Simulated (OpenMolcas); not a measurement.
Multiconfigurational calculation on Ga2+

Input:

```
&GATEWAY
Coord
1

Ga 0.0 0.0 0.0
Basis=ANO-RCC-VDZP
Group=XYZ
NoMove
AngMom=0.0 0.0 0.0
AMFI
&SEWARD
Relativistic=R03O02
&RASSCF
FileOrb=start.orb
Symmetry=1
Spin=2
nActEl=1 0 0
Inactive=8 6
Ras2=1 3
CIRoot=1 1 1
SDav=1
CIMx=300
Iter=120 100
PrWF=0.3
OrbListing=Nothing
MaxOrb=0
Atom
>>> COPY $Project.JobIph JOBPRE
&RASSCF
FileOrb=start.orb
Symmetry=1
Spin=2
nActEl=1 0 1
Inactive=8 6
Ras2=1 3
Ras3=5 0
CIRoot=1 1 1
SDav=6
CIMx=300
Iter=120 100
PrWF=0.3
OrbListing=Nothing
MaxOrb=0
Thrs=2.0e-7 1.0e-1 5.0e-4
Atom
>>> COPY $Project.JobIph JOB001
&RASSCF
FileOrb=start.orb
Symmetry=2
Spin=2
nActEl=1 0 1
Inactive=8 6
Ras2=1 3
Ras3=5 0
CIRoot=3 3 1
SDav=3
CIMx=300
Iter=120 100
PrWF=0.3
OrbListing=Nothing
MaxOrb=0
Thrs=2.0e-7 1.0e-1 5.0e-4
Atom
>>> COPY $Project.JobIph JOB002
&RASSI
NrOfJobIphs=2 1 3
1
1 2 3
IphNames
JOB001
JOB002
EJob
SpinOrbit
DIPRint=1.0
SOCoupling=1000.0
Subsets=2
MEES
Property=10
'ANGMOM' 1 'ANGMOM' 2 'ANGMOM' 3 'MLTPL  1' 1 'MLTPL  1' 2 'MLTPL  1' 3
'AMFI' 1 'AMFI' 2 'AMFI' 3 'MLTPL  2' 6
SOProperty=3
'ANGMOM' 1 'ANGMOM' 2 'ANGMOM' 3
```

Launched by
```bash
OMP_NUM_THREADS=1 MOLCAS_MEM=2252 MOLCAS_PROJECT=a pymolcas a.inp > a.log  # once for each step of the input, in one work folder
```

A driver script runs the steps one by one and writes start.orb anew before each from the orbitals found so far.

Output, cut to the results:

```
--- SEWARD ---
Basis set label: GA.ANO-RCC...5S4P2D.

      Electronic valence basis set:
      ------------------
      Associated Effective Charge  31.000000 au
      Associated Actual Charge     31.000000 au
      Nuclear Model: Point charge

      Shell  nPrim  nBasis  Cartesian Spherical Contaminant
         s      20       5        X
         p      17       4        X
         d      11       2                 X
Relativistic=R03O02
                  Relativistic Douglas-Kroll-Hess integrals:
                    - DKH order of Hamiltonian: 3
                    - DKH order of Properties : 2
--- RASSCF ---
Wave function specifications:
      -----------------------------

      Number of closed shell electrons          28
      Number of electrons in active shells       1
      Max number of holes in RAS1 space          0
      Max nr of electrons in RAS3 space          1
      Number of inactive orbitals               14
      Number of active orbitals                  9
      Number of secondary orbitals               4
      Spin quantum number                      0.5
      State symmetry                             1
Orbital specifications:
      -----------------------

      Symmetry species                           1   2
                                                ag  au
      Frozen orbitals                            0   0
      Inactive orbitals                          8   6
      Active orbitals                            6   3
      RAS1 orbitals                              0   0
      RAS2 orbitals                              1   3
      RAS3 orbitals                              5   0
      Secondary orbitals                         1   3
      Deleted orbitals                           0   0
      Number of basis functions                 15  12
      Number of CSFs                             6
      Number of root(s) required                 1
      Iter CI   SX   CI       RASSCF       Energy    max ROT     max BLB   max BLB  Level Ln srch  Step   QN
          iter iter root      energy       change     param      element    value   shift minimum  type update
 Nr of preliminary CI iterations:   1
 ###############################################################################
 ###############################################################################
 ###                                                                         ###
 ###                                                                         ###
 ###    WARNING: Problems in orbital optimization.                           ###
 ###                                                                         ###
 ###                                                                         ###
 ###############################################################################
 ###############################################################################
  Warning: In symmetry  1, orbital p=  10 has diagonal density matrix element D(p,p) close to zero. D(p,p)=  4.675924E-32
  Warning: In symmetry  1, orbital p=  11 has diagonal density matrix element D(p,p) close to zero. D(p,p)=  2.134159E-26
        ...
  Warning: In symmetry  2, orbital p=   7 has diagonal density matrix element D(p,p) close to zero. D(p,p)=  0.000000E+00
  Warning: In symmetry  2, orbital p=   8 has diagonal density matrix element D(p,p) close to zero. D(p,p)=  0.000000E+00
  Warning: In symmetry  2, orbital p=   9 has diagonal density matrix element D(p,p) close to zero. D(p,p)=  0.000000E+00
        4   1    1    1  -941.33999079    2.05E-12   0.00E+00    3   9 1 -1.88E-08   0.50   0.00    SX    NO
      Convergence after  4 iterations
        5   1    1    1  -941.33999079   -2.05E-12   0.00E+00    3   9 1 -1.88E-08   0.50   0.00    SX    NO
      Natural orbitals and occupation numbers for root  1
      sym 1:   1.000000   0.000000   0.000000   0.000000   0.000000   0.000000
      sym 2:   0.000000   0.000000   0.000000
::    RASSCF root number  1 Total energy:  -1941.33999079
--- RASSCF ---
Wave function specifications:
      -----------------------------

      Number of closed shell electrons          28
      Number of electrons in active shells       1
      Max number of holes in RAS1 space          0
      Max nr of electrons in RAS3 space          1
      Number of inactive orbitals               14
      Number of active orbitals                  9
      Number of secondary orbitals               4
...
--- RASSI ---
SPIN-FREE ENERGIES:
  (Shifted by EMIN (a.u.) =      -1941.3399907901)

 SF State       Relative EMIN(au)   Rel lowest level(eV)    D:o, cm**(-1)      L_eff

     1             0.0000000000        0.0000000000              0.0000         0.0
     2             0.2957632231        8.0481273016          64912.5244         1.0
     3             0.2957632231        8.0481273016          64912.5244         1.0
     4             0.2957632231        8.0481273016          64912.5244         1.0
     Dipole printing threshold changed to   1.00000000E+00

++ Dipole transition strengths (spin-free states):
   -----------------------------------------------
     for osc. strength at least  1.00000000E+00

  ( Max oscillator strength is only   0.33586622428068247      )
--
Eigenvalues of complex Hamiltonian:
   -----------------------------------
  (Shifted by EMIN (a.u.) =      -1941.3399907901)

 SO State       Relative EMIN(au)   Rel lowest level(eV)    D:o, cm**(-1)     J-value

     1             0.0000000000        0.0000000000              0.0000         0.4
     2             0.0000000000        0.0000000000              0.0000         0.4
     3             0.2906405004        7.9087309156          63788.2167         0.4
     4             0.2906405004        7.9087309156          63788.2167         0.4
     5             0.2983245845        8.1178254945          65474.6782         1.4
     6             0.2983245845        8.1178254945          65474.6782         1.4
     7             0.2983245845        8.1178254945          65474.6782         0.8
     8             0.2983245845        8.1178254945          65474.6782         0.8
Weights of the five most important spin-orbit-free states for each spin-orbit state.

 SO State  Total energy (au)           Spin-free states, spin, and weights
 -------------------------------------------------------------------------------------------------------
...
```

The J values that RASSI prints are effective ones from its own formula and need not be integers or half-integers; the table below assigns J from the states.

Levels above the lowest, from the spin-orbit matrix, grouped by J:

```json
{"Configuration": "4s", "Term": "2S", "J": "1/2", "E (cm-1)": "0.0", "Measured (cm-1)": "0.0", "Term weight %": "100"}
{"Configuration": "4p", "Term": "2P*", "J": "1/2", "E (cm-1)": "63788", "Measured (cm-1)": "65169", "Term weight %": "100"}
{"Configuration": "4p", "Term": "2P*", "J": "3/2", "E (cm-1)": "65475", "Measured (cm-1)": "66888", "Term weight %": "100"}
```

Against the 2 measured excited levels shown (Shirai, Reader, Kramida and Sugar, J. Phys. Chem. Ref. Data 36, 509 (2007)) the mean absolute deviation is 1400 cm-1; the largest miss in energy is 4p 2P* 3/2: computed 65475, measured 66888 cm-1 (-2.1 %).

With one active electron outside closed inactive shells, the extra shells (4d) add no correlation to the reference. With one active electron the reference holds no correlation, so core polarisation is missing. Computed and measured levels are paired by configuration, term and J; levels that our copy of the source lacks, or whose pairing is in doubt (as where it misses far off the trend of its configuration), stay unpaired and out of the deviations. Levels of configurations outside the active space are missing. The first state left out of the spin-orbit step lies near 480000 cm-1 above the lowest spin-free state of the reference (among the parities and spins computed), and the list stops at four fifths of that energy or lower.

The RASSCF and RASSI steps took 6.5 s on 1 thread of Arm Neoverse V2, with other jobs on the host; the integral step is not counted.

The term weight is that of the spin-free term in the level, not the purity of its configuration. * marks odd parity.
